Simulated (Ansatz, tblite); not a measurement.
Cost and result up the ladder for the cluster Au4⁻ (4 atoms). Charge -1, multiplicity 2. Geometry: PBE0-D4/def2-SVPD.

```
atom   x (Å)   y (Å)   z (Å)
 Au1  -0.820  -0.256   1.011
 Au2   2.423  -0.032  -3.055
 Au3  -2.419   0.058   3.055
 Au4   0.817   0.230  -1.010
```

Ansatz on 4 threads of Arm Neoverse V2 on a shared host; xTB runs through tblite on one thread. Times are rough, summed over both states, and most runs start from the orbitals of an earlier one. PBE0-D4/def2-TZVPD serves as the yardstick here, not as an exact answer. The other state is a singlet.

In the def2 sets Au takes a core potential; there is no spin–orbit coupling. The xTB rows come from tblite. The structure comes from a short search, and lower isomers may exist.

Raw xTB energies of ions are shifted by several eV, and xTB has no spin-polarisation term.

| level | functions | vertical IE (eV) | difference from PBE0-D4/def2-TZVPD (eV) |
| --- | --- | --- | --- |
| PBE-D4/def2-TZVPD | 172 | 3.36 | 0.12 |
| GFN2-xTB | 36 | 4.08 | 0.84 |
| GFN1-xTB | 36 | 7.83 | 4.60 |
| PBE0-D4/def2-TZVPD (with forces) | 172 | 3.24 | 0.00 |
| r2SCAN-D4/def2-TZVPD | 172 | 3.39 | 0.15 |

(1) Estimate how long each takes.

Results:

(1) GFN2-xTB 0.006 s; GFN1-xTB 0.007 s; PBE-D4/def2-TZVPD 5.5 s; PBE0-D4/def2-TZVPD (with forces) 11 s; r2SCAN-D4/def2-TZVPD 14 s. On shared hardware such times vary by a factor of up to 3.
